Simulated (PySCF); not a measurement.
**Running PySCF for KSb**

The script input.py:

```python
from pyscf import gto, dft

mol = gto.M(
    atom='K 0 0 0; Sb 0 0 3.806',
    basis='def2-svpd',
    ecp={'Sb': 'def2-svpd'},
    charge=0,
    spin=2,
    verbose=4,
)
mf = dft.ROKS(mol, xc='wb97')
mf.kernel()
g = mf.nuc_grad_method()
g.grid_response = True
g.kernel()
mf.dip_moment()
print('orbital energies (hartree):', mf.mo_energy[..., max(0, mol.nelec[1]-3):mol.nelec[0]+3].round(4))
```

```bash
$ OMP_NUM_THREADS=1 python input.py
```

Output (some set-up lines and the per-cycle HOMO/LUMO lines with their warnings removed):

```
PySCF version 2.14.0

[INPUT] verbose = 4
[INPUT] num. atoms = 2
[INPUT] num. electrons = 42
[INPUT] charge = 0
[INPUT] spin (= nelec alpha-beta = 2S) = 2
[INPUT] symmetry False subgroup None
[INPUT] Mole.unit = angstrom
[INPUT] Symbol           X                Y                Z      unit          X                Y                Z       unit  Magmom
[INPUT]  1 K      0.000000000000   0.000000000000   0.000000000000 AA    0.000000000000   0.000000000000   0.000000000000 Bohr   0.0
[INPUT]  2 Sb     0.000000000000   0.000000000000   3.806000000000 AA    0.000000000000   0.000000000000   7.192297630095 Bohr   0.0

nuclear repulsion = 60.7594432927063
number of shells = 23
number of NR pGTOs = 121
number of NR cGTOs = 59
basis = def2-svpd
ecp = {'Sb': 'def2-svpd'}

******** <class 'pyscf.dft.roks.ROKS'> ********
method = ROKS
initial guess = minao
damping factor = 0
level_shift factor = 0
DIIS = <class 'pyscf.scf.diis.CDIIS'>
diis_start_cycle = 1
diis_space = 8
diis_damp = 0
SCF conv_tol = 1e-09
SCF conv_tol_grad = None
SCF max_cycles = 50
direct_scf = True
direct_scf_tol = 1e-13
num. doubly occ = 20  num. singly occ = 2
XC library pyscf.dft.libxc version 7.0.0
    S. Lehtola, C. Steigemann, M. J.T. Oliveira, and M. A.L. Marques.,  SoftwareX 7, 1–5 (2018)
XC functionals = wb97
    J.-D. Chai and M. Head-Gordon.,  J. Chem. Phys. 128, 084106 (2008)
radial grids:
    Treutler-Ahlrichs [JCP 102, 346 (1995); DOI:10.1063/1.469408] (M4) radial grids

becke partition: Becke, JCP 88, 2547 (1988); DOI:10.1063/1.454033
pruning grids: <function nwchem_prune>
grids dens level: 3
symmetrized grids: False
atomic radii adjust function: <function treutler_atomic_radii_adjust>
small_rho_cutoff = 0
Set gradient conv threshold to 3.16228e-05
tot grids = 42000
init E= -814.556636669076
cycle= 1 E= -839.271703672243  delta_E= -24.7  |g|=  1.9  |ddm|= 7.09
cycle= 2 E= -838.208881697593  delta_E= 1.06  |g|= 1.52  |ddm|= 4.73
cycle= 3 E= -839.968007349769  delta_E= -1.76  |g|= 0.462  |ddm|=  2.7
cycle= 4 E= -840.096173404931  delta_E= -0.128  |g|= 0.118  |ddm|= 0.884
cycle= 5 E= -840.109779247893  delta_E= -0.0136  |g|= 0.0225  |ddm|= 0.444
cycle= 6 E= -840.110636561168  delta_E= -0.000857  |g|= 0.00888  |ddm|= 0.128
cycle= 7 E= -840.110855253954  delta_E= -0.000219  |g|= 0.00385  |ddm|= 0.0555
cycle= 8 E= -840.110904587698  delta_E= -4.93e-05  |g|= 0.00141  |ddm|= 0.0306
cycle= 9 E= -840.110907338314  delta_E= -2.75e-06  |g|= 0.000324  |ddm|= 0.00592
cycle= 10 E= -840.110907579874  delta_E= -2.42e-07  |g|= 7.33e-05  |ddm|= 0.00232
cycle= 11 E= -840.110907596081  delta_E= -1.62e-08  |g|= 1.98e-05  |ddm|= 0.000809
cycle= 12 E= -840.110907597028  delta_E= -9.47e-10  |g|= 4.43e-06  |ddm|= 0.000267
Extra cycle  E= -840.110907597061  delta_E= -3.31e-11  |g|= 2.35e-06  |ddm|= 1.93e-05
converged SCF energy = -840.110907597061

******** <class 'pyscf.grad.roks.Gradients'> for <class 'pyscf.dft.roks.ROKS'> ********
unit = Eh/Bohr
grid_response = True
--------------- ROKS gradients ---------------
         x                y                z
0 K     0.0000000000     0.0000000000    -0.0139181920
1 Sb    -0.0000000000    -0.0000000000     0.0139181920
----------------------------------------------
Dipole moment(X, Y, Z, Debye): -0.00000,  0.00000, -12.39318
orbital energies (hartree): [-0.9124 -0.5345 -0.2003 -0.0981 -0.0981 -0.012   0.0292  0.0292]
```

In short: E(SCF) = -840.110908 Eh, 12 cycles, μz(SCF) = -12.39 D, gradient on the second atom 0.0139 Eh/bohr.

Hardware: Arm Neoverse V1, 1 thread, shared host. Wall time 11 s, peak memory 0.33 GiB.

The bond length is a typed value, not an optimised one. No search for the lowest solution was made.
